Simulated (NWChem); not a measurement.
Species: C2H5F3Si; SMILES FC(F)([SiH2]F)C

```xyz
11

C     -1.1418     1.0411    -0.9856
C     -0.0626     0.7104     0.0057
F     -0.5283     0.9503     1.2689
F      1.0046     1.5541    -0.1840
Si     0.6677    -1.0624    -0.0444
F     -0.5671    -2.1145     0.0736
H     -2.0035     0.3744    -0.8426
H     -1.4600     2.0832    -0.8312
H     -0.7678     0.9277    -2.0127
H      1.5807    -1.2455     1.1117
H      1.3452    -1.2834    -1.3498
```
Atoms are numbered in this order, from 1.

All runs: NWChem. Medium grid unless said otherwise, to which SCAN and Minnesota functionals are sensitive. Geometry: optimised at PBE0/def2-SVP. Hybrids' shares of exact exchange are those that their runs print; pure functionals count as 0. The functionals differ in more than this share.

```
row                     share of exact exchange  orbital gap (eV)
----------------------  -----------------------  ----------------
PBE/def2-TZVP                              0.00              6.04
r2SCAN/def2-TZVP                           0.00              6.77
B3LYP/def2-TZVP                            0.20              8.06
PW6B95/def2-TZVP                           0.28          withheld
Hartree-Fock/def2-TZVP                     1.00             15.44
```

Question: Fit a straight line of the last column on the one before it, predict the withheld value, and compare with the run.

Answer: 
1. Means of the 4 shown rows: x = 0.300, y = 9.077. Slope Σ(x − x̄)(y − ȳ)/Σ(x − x̄)² = 6.159/0.6800 = 9.057; intercept 6.360.
2. The shown rows scatter about the line by 0.266 (root mean square); the largest residual is +0.41, at r2SCAN/def2-TZVP.
3. At x = 0.28 (PW6B95/def2-TZVP; inside the shown range) the line gives 8.90.
4. The run gives 8.62, -0.28 from the line, 1.1 times the scatter.
